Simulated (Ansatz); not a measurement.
Isolated molecules relaxed with PBE0-D4/def2-TZVP in Ansatz; ΔE leaves out vibrations. CBS: MP2 limit from def2 TZ/QZ plus the TZ coupled-cluster correction, frozen cores. Functionals use def2-TZVPP. One conformer a species, not always the lowest.

`FCC(F)(CF)CF` → `FCC(CF)C(F)F`  (isomerisation)

```
         level  ΔE (kJ/mol)
        revPBE        -34.8
         BHLYP        -32.7
MP2/def2-TZVPP        -35.8
  HF/CBS(def2)        -34.2
```

(1) What does CCSD(T)/CBS give? (Estimate.)

Largest T1 diagnostic among the species: 0.011.

Results:

(1) Computed: -32.4 kJ/mol. The listed levels differ from it by -2.4, -0.3, -3.4, -1.8 kJ/mol.

At CCSD(T), def2-SVP lies −4.0 kJ/mol from the extrapolated value and def2-TZVPP −1.0 kJ/mol. Leaving LDA and LC-ωPBE aside and taking each functional with its dispersion term where it has one, the values, not all of them listed here, spread over 6.2 kJ/mol, from PBE-QIDH to BLYP-D4.
